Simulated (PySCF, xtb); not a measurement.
H5NOSiTe. Atoms are numbered in the order given.

```xyz
9

Te    -0.6012     0.0467     0.5869
N     -0.6596     1.9729     0.0011
H      0.0258     2.5804     0.4467
H     -0.6809     2.1216    -1.0061
O      1.2289    -0.5557    -0.0586
Si     1.5505    -0.9500    -1.6489
H      0.7674    -2.1400    -2.1000
H      3.0065    -1.2463    -1.7507
H      1.2224     0.1889    -2.5643
```

Coordinates come from a B3LYP-D3(BJ)/def2-SVP optimisation. The def2 effective core potentials stand for the cores of Te; spin–orbit coupling is left out. The values are those of a single conformer.

Computed with IEF-PCM-PBE0/def2-SVP (PySCF).

The values are the electrostatic part of the solvation free energy, E(continuum) − E(gas) at the gas-phase geometry, in a cavity of scaled van der Waals radii (PySCF's table); cavitation and dispersion terms are not included. In vacuum the orbital gap is 4.77 eV. The dipole moment in vacuum is 1.51 D.

| solvent | ε | ΔG(elec) (kcal/mol) | dipole (D) | gap (eV) |
|---|---|---|---|---|
| water | 78.36 | -5.2 | 2.06 | 4.81 |
| tetrahydrofuran | 7.43 | -4.2 | 1.94 | 4.80 |
| N,N-dimethylformamide | 37.22 | -5.1 | 2.04 | 4.81 |

For comparison, GFN2-xTB/ALPB(water) (xtb, at the GFN2-xTB geometry, all terms of that model) gives -5.2 kcal/mol.
